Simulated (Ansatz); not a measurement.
Strength of the C–O bond: C4H9CuO → C4H9 + CuO

Species: C4H9CuO `CC(C)(C)[O][Cu]`, singlet; C4H9 (tert-butyl radical) `C[C](C)C`, doublet; CuO, doublet. 

Shapes, held fixed at every level: PBE0-D4/def2-TZVP. Flexible molecules stand in one conformer, not always the lowest. Programs: Ansatz 0.2.0. The zero-point and thermal change to 298 K, harmonic and unscaled (PBE0-D4/def2-TZVP), is -12.2 kJ/mol.

```
              level                    kind  ΔH(298 K) (kJ/mol)
        HF/def2-SVP            Hartree–Fock              +235.3
      HF/def2-TZVPP            Hartree–Fock              +199.9
   SPW92/def2-TZVPP                     LDA              +434.5
  PBE-D4/def2-TZVPP                     GGA              +350.0
B3LYP-D4/def2-TZVPP           global hybrid              +344.8
 PBE0-D4/def2-TZVPP           global hybrid              +355.3
 wB97M-V/def2-TZVPP  range-separated hybrid              +374.8
 wB97X-V/def2-TZVPP  range-separated hybrid              +368.0
```

wB97X-V/def2-TZVPP gives ΔH(298 K) = +368.0 kJ/mol; the levels span +199.9 to +434.5. The median of the levels is +352.6. Hartree–Fock misses the correlation of the pair that is broken and comes out low. No measured value is set beside it here. Spin contamination: CuO (⟨S²⟩ up to 1.71). Open shells run unrestricted unless RO is named.
